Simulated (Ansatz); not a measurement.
Total energies of `C[O][In]([NH2])[F]`.

```xyz
10

C    -1.3440   -1.6236   -0.0984
O    -0.9136   -0.4551    0.5639
In    0.6436    0.5641   -0.0551
N     1.5175    2.1906    0.7150
F     1.5448   -0.3603   -1.5251
H    -0.5669   -2.0883   -0.7157
H    -2.2032   -1.4076   -0.7450
H    -1.6617   -2.3544    0.6531
H     0.8859    2.8463    1.1547
H     2.0976    2.6884    0.0528
```

The species carries charge 0 and has multiplicity 1. Correlated methods include outer-core shells of In, which these sets cover unevenly. In: def2 effective core potential. The geometry is a stationary point of PBE0-D4/def2-TZVP. It is one conformer, not always the lowest. Basis def2-TZVPP, the Gaussian-basis code of Ansatz.

RPA on PBE orbitals: Hartree–Fock energy of these orbitals -458.81318 Eh, correlation -1.77469 Eh (frozen core).

| functional | kind | energy without D4 (Eh) | D4 term (kJ/mol) |
| --- | --- | --- | --- |
| B3LYP | global hybrid, 20 % | -461.29800 | -26.1 |
| r2SCANh | meta-GGA hybrid, 10 % | -461.13397 | -4.3 |

(1) Give the same for LDA (SPW92), PBE, revPBE, BLYP, r2SCAN, B97M-V, PBE0, r2SCAN0, HSE06 (plane-wave form), BHLYP, CAM-B3LYP, LC-ωPBE, ωB97X-V, ωB97M-V, B2PLYP, PBE-QIDH. (An estimate is asked.)

B3LYP takes the VWN-RPA correlation (the form of Gaussian; ORCA's B3LYP/G). HSE06 is the plane-wave form, built on full-range PBE exchange. The double hybrids freeze the cores in their second-order part.

Answers

(1) Ansatz gave: 
```
             functional                                       kind  energy without D4 (Eh)  D4 term (kJ/mol)
            LDA (SPW92)                                        LDA              -458.90442                 –
                    PBE                                        GGA              -460.93387             -16.2
                 revPBE                                        GGA              -461.18867             -46.2
                   BLYP                                        GGA              -461.12820             -34.9
                 r2SCAN                                   meta-GGA              -461.16506              -4.0
                 B97M-V                         meta-GGA with VV10              -461.15790                 –
                   PBE0         global hybrid, 25 % exact exchange              -460.93480             -13.7
                r2SCAN0                      meta-GGA hybrid, 25 %              -461.08933              -4.7
HSE06 (plane-wave form)                            screened hybrid              -460.92091             -12.9
                  BHLYP                        global hybrid, 50 %              -461.01050             -21.4
              CAM-B3LYP                     range-separated hybrid              -461.11439             -14.1
                LC-ωPBE                long-range corrected hybrid              -461.10451                 –
                ωB97X-V       range-separated hybrid GGA with VV10              -461.11711                 –
                ωB97M-V  range-separated hybrid meta-GGA with VV10              -461.08269                 –
                 B2PLYP                              double hybrid              -460.83424                 –
               PBE-QIDH                              double hybrid              -460.69786                 –
```

LC-ωPBE has ω = 0.4 bohr⁻¹.
